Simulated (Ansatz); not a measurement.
A nudged elastic band was laid between two geometries of AlClF₂H₃N (8 atoms, charge 0, multiplicity 1).

Computed with Ansatz 0.2.0, RHF/def2-SVP.

```json
{
 "movable images": "7",
 "climbing image": "yes",
 "spring": "5.0 eV/Å²",
 "optimiser": "quadratic models (default)",
 "start path": "straight line",
 "force threshold": "0.05 eV/Å",
 "iteration limit": "60",
 "end points": "relaxed"
}
```

Image 0:

```xyz
8
Properties=species:S:1:pos:R:3
Al -0.131 0.010 -0.055
F -0.098 -0.475 1.530
F 1.319 0.253 -0.797
N -1.600 -0.161 -0.992
H -2.493 -0.420 -0.619
H -1.670 -0.003 -1.979
Cl -0.189 2.512 1.164
H -0.057 1.858 2.255
```

Image 8:

```xyz
8
Properties=species:S:1:pos:R:3
Al -0.176 0.617 -0.232
F -0.078 0.327 1.804
F 1.336 0.013 -0.514
N -1.594 -0.235 -0.820
H -1.591 -1.168 -1.184
H -2.510 0.163 -0.900
Cl -0.303 2.717 0.131
H -0.003 1.139 2.219
```

**Question.** What changes between the two ends?

**Answer.** Bonds broken: Cl7–H8. Bonds formed: Al1–Cl7, F2–H8.

**Question.** What energy profile does the band end with?

**Answer.** The run converged. The highest image is number 4 of 0 to 8, 0.64 eV above the first end and 0.71 eV above the last; the last end lies 0.08 eV below the first. The profile has 2 maxima (images 2, 4) with wells between them (image 3): this band takes more than one step, which may be the mechanism or a detour left from its start path. Another band between the same ends (7 images) ends at a top of the same energy, where a vibrational analysis finds 1 clearly imaginary mode. The orbitals stay closed-shell, which can raise the energy where a bond breaks towards radicals; this wasn't checked here.

```json
{"image": "0", "path coordinate (Å)": "0.00", "energy (eV)": "0.00", "Cl7–H8 (Å)": "1.28", "Al1–Cl7 (Å)": "2.78", "F2–H8 (Å)": "2.44"}
{"image": "1", "path coordinate (Å)": "1.08", "energy (eV)": "0.16", "Cl7–H8 (Å)": "1.28", "Al1–Cl7 (Å)": "2.67", "F2–H8 (Å)": "2.54"}
{"image": "2", "path coordinate (Å)": "2.17", "energy (eV)": "0.17", "Cl7–H8 (Å)": "1.28", "Al1–Cl7 (Å)": "2.67", "F2–H8 (Å)": "2.40"}
{"image": "3", "path coordinate (Å)": "3.26", "energy (eV)": "0.01", "Cl7–H8 (Å)": "1.28", "Al1–Cl7 (Å)": "2.79", "F2–H8 (Å)": "2.49"}
{"image": "4", "path coordinate (Å)": "4.35", "energy (eV)": "0.64", "Cl7–H8 (Å)": "1.51", "Al1–Cl7 (Å)": "2.38", "F2–H8 (Å)": "1.20"}
{"image": "5", "path coordinate (Å)": "4.72", "energy (eV)": "0.22", "Cl7–H8 (Å)": "1.91", "Al1–Cl7 (Å)": "2.24", "F2–H8 (Å)": "0.96"}
{"image": "6", "path coordinate (Å)": "5.09", "energy (eV)": "0.01", "Cl7–H8 (Å)": "2.30", "Al1–Cl7 (Å)": "2.16", "F2–H8 (Å)": "0.92"}
{"image": "7", "path coordinate (Å)": "5.46", "energy (eV)": "-0.06", "Cl7–H8 (Å)": "2.52", "Al1–Cl7 (Å)": "2.14", "F2–H8 (Å)": "0.92"}
{"image": "8", "path coordinate (Å)": "5.84", "energy (eV)": "-0.08", "Cl7–H8 (Å)": "2.63", "Al1–Cl7 (Å)": "2.14", "F2–H8 (Å)": "0.92"}
```

**Question.** What is the geometry of the highest image?

**Answer.** 
```xyz
8
Properties=species:S:1:pos:R:3
Al -0.148 0.278 0.014
F -0.290 0.335 1.799
F 1.354 -0.215 -0.442
N -1.590 -0.211 -0.849
H -1.575 -0.688 -1.730
H -2.535 -0.030 -0.574
Cl 0.017 2.579 0.612
H -0.150 1.524 1.676
```

Time of the run: 6.4 min on 1 thread of Arm Neoverse V2, on a shared host, peak memory 0.19 GiB.
